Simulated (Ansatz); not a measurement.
Program: Ansatz. Geometries: PBE0-D4/def2-TZVP. ΔE: electronic, gas phase. CBS: MP2 limit from def2 TZ/QZ plus the TZ coupled-cluster correction, frozen cores. DFT in def2-TZVPP. Each species was taken in one conformer, which may not be the lowest.

Consider the formal exchange of groups at the Al–C bond: `[AlH2][C@H]1C[Si@@H]1S` + `NBN` → `N[B](N)[AlH2]` + `S[SiH]1CC1`.

```
                 species  PBE-QIDH energy (Eh)
`[AlH2][C@H]1C[Si@@H]1S`           -1009.83539
                   `NBN`            -137.31972
         `N[B](N)[AlH2]`            -380.12050
            `S[SiH]1CC1`            -767.00991
```

Question: Work out ΔE.

Answer: ΔE = (-380.12050) + (-767.00991) − (-1009.83539) − (-137.31972) = 0.02470 Eh = +0.67 eV. CCSD(T)/CBS gives +0.68 eV.

Largest T1 diagnostic among the species: 0.012.

Leaving LDA and LC-ωPBE aside and taking each functional with its dispersion term where it has one, the values, not all of them listed here, spread over 0.12 eV, from revPBE-D4 to B97M-V. LDA lies +0.05 eV from PBE without D4. In def2-TZVPP, CCSD(T) changes the Hartree–Fock value by +0.03 eV (the triples alone add +0.02 eV) and MP2 by +0.13 eV. From BLYP to BHLYP (50 % exact exchange), in def2-TZVPP and without D4, ΔE moves by +0.06 eV.
